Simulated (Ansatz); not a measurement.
Relaxation of the cluster Si4⁺ with UKS r2SCAN-D4/def2-TZVP.

```sh
$ ansatz run in.yaml --threads 4 --pin off --events-out ev --progress --plain --max-ram 3916MiB
```

```yaml
crystal:
  periodic: [false, false, false]
  atoms:
    - {symbol: Si, position_ang: [-0.765560, -0.180030, -0.945070]}
    - {symbol: Si, position_ang: [-1.395330, -0.693770, 1.259230]}
    - {symbol: Si, position_ang: [0.768060, 0.179590, 0.947210]}
    - {symbol: Si, position_ang: [1.392840, 0.694210, -1.261380]}
basis:
  gaussian: {orbitals: def2-TZVP}
total_charge: 1
magnetization: {spin_polarized: true, initial_magnetization: 1}
hamiltonian: {xc: r2scan, dispersion: d4}
scf: {lower_state_search: "off"}
output: {orbitals: {seedname: orbitals}}
relax: {f_tol: 0.02, max_steps: 100}
```

It took 14 s on 4 threads of Arm Neoverse N1 on a shared host.

Positions (Å) and forces (eV/Å) at steps 1, 3 of 3:

```xyz
4
step=1 energy=-31497.7557 eV
Si   -0.766   -0.180   -0.945   -0.415   -0.095   -0.522
Si   -1.395   -0.694    1.259    1.063    0.525   -0.942
Si    0.768    0.180    0.947    0.401    0.093    0.511
Si    1.393    0.694   -1.261   -1.049   -0.524    0.953
4
step=3 energy=-31498.0218 eV
Si   -0.822   -0.193   -1.015   -0.007   -0.002   -0.008
Si   -1.297   -0.645    1.173   -0.001   -0.002    0.007
Si    0.823    0.193    1.016    0.001    0.000    0.002
Si    1.297    0.646   -1.173    0.007    0.003   -0.001
```

The relaxation made no stability test and no search for a lower SCF solution. The structure comes from a short search, and lower isomers may exist.
